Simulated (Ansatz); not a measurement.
FH6InO2Si2, SMILES `[F][In]([O][SiH3])[O][SiH3]` at its PBE0-D4/def2-TZVP geometry, where that method's forces vanish. Charge 0, multiplicity 1. In: def2 effective core potential.

```xyz
12

F    -0.9093    0.5910   -3.6651
In   -0.4505    0.2938   -1.8215
O     1.1749   -0.7123   -1.4255
Si    1.8773   -1.2599   -0.0501
O    -1.6356    1.0165   -0.4489
Si   -1.5954    1.0765    1.1880
H     0.8457   -1.6712    0.9457
H     2.7219   -0.2026    0.5687
H     2.7236   -2.4328   -0.3856
H    -0.1937    1.2102    1.6804
H    -2.1762   -0.1612    1.7751
H    -2.3827    2.2519    1.6387
```

**Question.** What forces (eV/Å) does PBE-D4/def2-TZVPP give on these atoms in Ansatz? (Best estimate.)

**Answer.** Ansatz gave: 
```
F1  -0.134  0.087 -0.538
In2  0.025 -0.016  0.096
O3   0.238 -0.109 -0.434
Si4  0.106 -0.091  0.377
O5  -0.401  0.217 -0.225
Si6  0.083 -0.035  0.392
H7  -0.089 -0.053  0.121
H8   0.101  0.106  0.074
H9   0.092 -0.129 -0.052
H10  0.138  0.018  0.077
H11 -0.067 -0.129  0.076
H12 -0.092  0.133  0.037
```
